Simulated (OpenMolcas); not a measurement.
## AlPNH4OF (SMILES [NH2][Al]([F])[PH]O): the vertical ionisation energy from total energies

AlPNH4OF has 9 atoms, charge 0, and is taken as a singlet. As SMILES, `[NH2][Al]([F])[PH]O`. The shape is that of a PBE0-D4/def2-TZVP optimisation. This is one conformer, not always the lowest.

Both states at this one shape; open shells run unrestricted unless said. 1 Eh = 27.2114 eV.

| level | program | singlet AlPNH4OF (Eh) | doublet AlPNH4OF+ (Eh) | HOMO of the first (eV) |
| --- | --- | --- | --- | --- |
| HF/def2-SVP | OpenMolcas | -813.495752 | -813.189932 | -9.43 |
| BLYP/def2-SVP | OpenMolcas | -815.717095 | -815.409310 | -5.31 |
| M06-L/def2-SVP | OpenMolcas | -815.732859 | -815.409987 | -5.78 |
| PBE0/def2-SVP | OpenMolcas | -815.282814 | -814.954357 | -6.73 |

**Question.** Work out the vertical ionisation energy at each level.

**Answer.** 
1. HF/def2-SVP: -813.189932 − (-813.495752) = 0.305820 Eh = 8.32 eV; −ε(HOMO) = 9.43 eV.
2. BLYP/def2-SVP: -815.409310 − (-815.717095) = 0.307785 Eh = 8.38 eV; −ε(HOMO) = 5.31 eV.
3. M06-L/def2-SVP: -815.409987 − (-815.732859) = 0.322872 Eh = 8.79 eV; −ε(HOMO) = 5.78 eV.
4. PBE0/def2-SVP: -814.954357 − (-815.282814) = 0.328457 Eh = 8.94 eV; −ε(HOMO) = 6.73 eV.

No measured value is set beside it here; the levels span 8.32 to 8.94 eV. In Hartree–Fock, −ε(HOMO) (Koopmans) exceeds the difference of totals by the orbital relaxation of the ion. In semi-local functionals −ε(HOMO) lies far under the ionisation energy, a result of self-interaction. Hartree–Fock favours the state with fewer electron pairs, since it lacks pair correlation.
